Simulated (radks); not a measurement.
Problem. Species: Nb. Configuration: [Kr] 4d(up 3.5, down 0.5) 5s(up 0.5, down 0.5) (fractional occupations, a model configuration). Method: non-relativistic Kohn-Sham, BLYP, spin-polarised, spherical densities, point nucleus; relativity is left out, which matters for an element this heavy; computed with a radial shooting solver on a logarithmic mesh with Libxc functionals. Some entries of the table are withheld. Estimate them.

| orbital | occ. | eigenvalue (eV) | r(max) (bohr) |
|---|---|---|---|
| 1s down | 1 | -18362.58 | 0.02460 |
| 1s up | 1 | -18362.57 | 0.02460 |
| 2s up | 1 | -2526.583 | 0.1377 |
| 2s down | 1 | -2526.325 | 0.1377 |
| 2p up | 3 | -2321.701 | 0.1084 |
| 2p down | 3 | -2321.514 | 0.1084 |
| 3s up | 1 | -419.3360 | 0.4064 |
| 3s down | 1 | -419.2044 | 0.4064 |
| 3p up | 3 | -341.4973 | 0.3940 |
| 3p down | 3 | -341.3456 | 0.3941 |
| 3d up | 5 | -199.1542 | 0.3342 |
| 3d down | 5 | -198.9195 | 0.3343 |
| 4s up | 1 | -55.6597 | 1.057 |
| 4s down | 1 | -54.2006 | 1.053 |
| 4p up | 3 | -34.2537 | 1.134 |
| 4p down | 3 | -32.6796 | 1.129 |
| 5s up | 0.5 | (1) | 3.112 |
| 4d up | 3.5 | -3.6213 | (2) |
| 5s down | 0.5 | (3) | 3.250 |
| 4d down | 0.5 | -2.1812 | (4) |

Solution. 
(1) 5s up eigenvalue (eV): -3.8799
(2) 4d up r(max) (bohr): 1.485
(3) 5s down eigenvalue (eV): -3.2639
(4) 4d down r(max) (bohr): 1.489
